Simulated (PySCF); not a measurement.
Molecule: `C=C[C@@H]1CS[C@@H]1OC`, C$_{6}$H$_{10}$OS.

Geometry (Å), atoms numbered from 1 in this order:
```xyz
18

C    -2.0695    1.1834    1.2497
C    -1.0582    0.4124    0.8969
C    -0.9494   -0.2599   -0.4302
C    -0.8031   -1.7872   -0.3736
S     0.5225   -1.8102   -1.6320
C     0.3737   -0.0093   -1.1833
O     1.3824    0.4371   -0.3639
C     2.6191    0.5873   -1.0209
H    -2.1193    1.6458    2.2205
H    -2.8929    1.3837    0.5830
H    -0.2362    0.2263    1.5729
H    -1.7901    0.0229   -1.0686
H    -0.4213   -2.1505    0.5789
H    -1.6780   -2.3581   -0.6732
H     0.2882    0.6010   -2.0928
H     3.3320    0.9159   -0.2686
H     2.9419   -0.3679   -1.4508
H     2.5496    1.3337   -1.8205
```

Frames of a GFN2-xTB Langevin trajectory at 400 K; GIAO PBE0/pcSseg-1 shieldings in PySCF 2.14, gas phase, non-relativistic; equivalent atoms averaged within each frame.

Scale: $^{13}$C (186.93 ppm), $^{1}$H (31.72 ppm) against TMS; CS2 for $^{33}$S (503.73 ppm); $^{17}$O (336.08 ppm) against H2O (reference shieldings calculated alike). The references are static minima.

**Question.** How do the shifts (ppm) fluctuate along the trajectory?

**Answer.** 
```
         time (fs)     C2     C1    C6    C8    C3    C4   S5    O7   H11   H10
optimised geometry  147.5  121.5  94.2  56.3  52.6  33.8   29  63.3  6.64  5.20
               250  151.1  121.1  88.8  67.1  60.6  46.2   87  52.3  8.31  5.93
               425  147.5  125.8  80.0  52.1  63.8  28.7   51  55.3  7.41  5.52
               625  147.9  114.1  79.9  56.3  64.7  36.1   81  51.3  7.08  4.79
               800  150.1  124.3  93.0  54.9  57.4  29.2  107  67.4  6.76  5.12
              1000  156.2  122.1  94.4  57.7  47.4  40.0   51  63.8  7.04  4.75
    mean of frames  150.6  121.5  87.2  57.6  58.8  36.0   75  58.0  7.32  5.22
standard deviation    3.5    4.5   7.0   5.7   7.0   7.4   24   7.2  0.60  0.50
```

5 frames give an uncertainty of the mean of about the standard deviation over 2.2 at best, since frames this close in time may not be independent; classical motion lacks zero-point vibration, and the reference would need the same averaging.
